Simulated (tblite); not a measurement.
Isomers of C5H11NOSi. Computed with GFN2-xTB (tblite): harmonic, unscaled wavenumbers at the GFN2-xTB geometry, gas phase. The method is semi-empirical: single wavenumbers can be off by several per cent or more. Modes of hydrogen on silicon can be 10 to 20 % off. One conformer each.

Electronic energies: GFN2-xTB at the same geometries; isomer energies are rough at this level and their order can be wrong.

| SMILES | electronic energy, lowest = 0 (kcal/mol) |
| --- | --- |
| C=NC(=O)CC[SiH2]C | 18.7 |
| CNC(=O)[C@H]1CC[SiH2]1 | 2.4 |
| CC(=O)NC1C[SiH2]C1 | 0.0 |
| [H]/N=C/[C@@H](C)C(=O)C[SiH3] | 19.4 |
| CC[C@@H]1CC(=O)[Si@H]1N | 12.9 |

Problem. How do GFN2-xTB zero-point energies change the relative energies?

Solution. 
| SMILES | ZPE (kcal/mol) | of it from modes above 1550 cm⁻¹ | electronic (kcal/mol) | with ZPE, lowest = 0 (kcal/mol) | lowest mode (cm⁻¹) | rings |
| --- | --- | --- | --- | --- | --- | --- |
| CC(=O)NC1C[SiH2]C1 | 94.3 | 48.4 | 0.0 | 0.0 | 42 | 1 |
| CNC(=O)[C@H]1CC[SiH2]1 | 94.4 | 48.1 | 2.4 | 2.5 | 32 | 1 |
| CC[C@@H]1CC(=O)[Si@H]1N | 95.6 | 50.0 | 12.9 | 14.2 | 63 | 1 |
| C=NC(=O)CC[SiH2]C | 92.6 | 50.1 | 18.7 | 17.1 | 30 | 0 |
| [H]/N=C/[C@@H](C)C(=O)C[SiH3] | 91.5 | 49.5 | 19.4 | 16.7 | 35 | 0 |

The zero-point energies span 4.1 kcal/mol, from `[H]/N=C/[C@@H](C)C(=O)C[SiH3]` to `CC[C@@H]1CC(=O)[Si@H]1N`. The lowest isomer stays, but the order above it changes.

Problem. What do entropy and thermal enthalpy add at 298.15 K and 1 bar (rigid rotor, harmonic oscillator, one conformer each)?

Solution. 
| SMILES | point group | symmetry number | S (cal/(mol K)) | H − H(0) (kcal/mol) | ZPE + H − H(0) − TS (kcal/mol) |
| --- | --- | --- | --- | --- | --- |
| CNC(=O)[C@H]1CC[SiH2]1 | C1 | 1 | 99.2 | 6.92 | 71.8 |
| CC[C@@H]1CC(=O)[Si@H]1N | C1 | 1 | 99.5 | 7.18 | 73.1 |
| C=NC(=O)CC[SiH2]C | C1 | 1 | 102.3 | 7.38 | 69.5 |
| [H]/N=C/[C@@H](C)C(=O)C[SiH3] | C1 | 1 | 103.3 | 7.44 | 68.2 |

Not tabulated: `CC(=O)NC1C[SiH2]C1` (point group not settled).
